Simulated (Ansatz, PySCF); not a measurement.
Process, species as SMILES: F[SiH][SiH2]F → F[SiH-][SiH2]F (an electron is taken up)

Quantity: adiabatic electron affinity (0 K, with zero-point energies), in eV. Positive where the reaction releases energy. Terms: six Cartesian d functions in 6-31G* and its kin unless marked 5d; no spin-orbit coupling; 6-311+G** with 5d, 6d on Na to Ar in Ansatz (an electronic-structure program); frozen cores in correlated levels; no dispersion term unless named; non-relativistic; open shells spin-unrestricted; LANL2DZ with its own core potentials from Na on. CBS marks a two-point X^-3 extrapolation of the correlation energy; Hartree-Fock from the larger set. First-principles rows: single points at B3LYP-D3(BJ) geometries (Ansatz), with unscaled harmonic terms from B3LYP/6-31G* (Ansatz) at its own minima. Sets without +, aug- or the D of def2-TZVPD hold no diffuse functions, which anions need.

Coupled cluster (Ansatz) is a level with limits of its own, used here on species with T1 under 0.025 (0.045 for open shells) and stable references: CCSD(T)/CBS(aug-cc-pV(T+d)Z,aug-cc-pV(Q+d)Z).

Value to compare with, CCSD(T)/CBS(aug-cc-pV(T+d)Z,aug-cc-pV(Q+d)Z) (Ansatz): 1.98 eV.

| level | program | adiabatic electron affinity (0 K, with zero-point energies) (eV) | difference |
|---|---|---|---|
| HF/3-21G | Ansatz | 1.06 | -0.92 |
| HF/LANL2DZ | Ansatz | 1.49 | -0.49 |
| HF/6-311+G** | Ansatz | 0.98 | -1.00 |
| SVWN5/6-31G* | Ansatz | 1.70 | -0.28 |
| PBE/LANL2DZ | Ansatz | 2.22 | 0.24 |
| B3LYP/STO-3G | Ansatz | -2.58 | -4.56 |
| B3LYP/3-21G | Ansatz | 1.79 | -0.19 |
| B3LYP/LANL2DZ | Ansatz | 2.33 | 0.35 |
| B3LYP/6-31G | Ansatz | 2.33 | 0.35 |
| B3LYP/6-31G* | Ansatz | 1.64 | -0.34 |
| B3LYP/6-31+G* | Ansatz | 2.15 | 0.17 |
| B3LYP/6-311+G** | Ansatz | 2.20 | 0.22 |
| M06-2X/6-311+G** | PySCF | 2.07 | 0.09 |
| MP2/3-21G | Ansatz | 1.23 | -0.75 |
| wB97M-V/def2-TZVPD | Ansatz | 2.05 | 0.07 |
| wB97X-V/def2-TZVPD | Ansatz | 1.93 | -0.05 |
| B2PLYP-D3(BJ)/def2-TZVPD | Ansatz + dftd3 | 1.87 | -0.11 |

Among the 14 habitual levels, B3LYP/STO-3G lies farthest from CCSD(T)/CBS(aug-cc-pV(T+d)Z,aug-cc-pV(Q+d)Z) (Ansatz) (-4.56 eV) and M06-2X/6-311+G** nearest (0.09); 6 of 14 lie above it, and their mean absolute difference is 0.71 eV, the median 0.34. One case shows no general order.

The levels are drawn from those run, B3LYP/6-31G* more often than the rest, none by its result; left out are runs that failed, that the program found above a lower state of the same kind, or whose <S^2> lies over 0.5 above the pure value.
